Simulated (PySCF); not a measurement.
Isomers of C2H11OPSi2, from PBE0-D3(BJ)/def2-SVP geometry optimisation, gas phase (PySCF 2.14.0). One conformer each, no zero-point energy, no frequencies.

Question: Which isomer lies lower at this level?
A. `[CH3:1][CH2:2][O:3][SiH2:4][SiH2:5][PH2:6]` with C1–C2–O3–Si4 180°, C2–O3–Si4–Si5 180°, O3–Si4–Si5–P6 179°, Si4–Si5–P6–H 47° and -47°: A = 6928, B = 562.3, C = 532.5 MHz, dipole 1.85 D
B. `[CH3:1][O:2][SiH2:3][PH:4][SiH2:5][CH3:6]` with C1–O2–Si3–P4 -57°, O2–Si3–P4–Si5 168°, Si3–P4–Si5–C6 44°: A = 3693, B = 861.2, C = 757.0 MHz, dipole 0.85 D

Answer: B. That is `CO[SiH2]P[SiH2]C`, 12.4 kcal/mol below the other.

```csv
SMILES,mapped SMILES,E (Eh),relative (kcal/mol),relative (kJ/mol),dipole (D)
CO[SiH2]P[SiH2]C,[CH3:1][O:2][SiH2:3][PH:4][SiH2:5][CH3:6],-1077.49189,0.0,0.0,0.85
CCO[SiH2][SiH2]P,[CH3:1][CH2:2][O:3][SiH2:4][SiH2:5][PH2:6],-1077.47207,12.4,52.1,1.85
```

As drawn, the lower has an Si–C bond, which the higher lacks; the higher has an Si–Si bond, which the lower lacks.
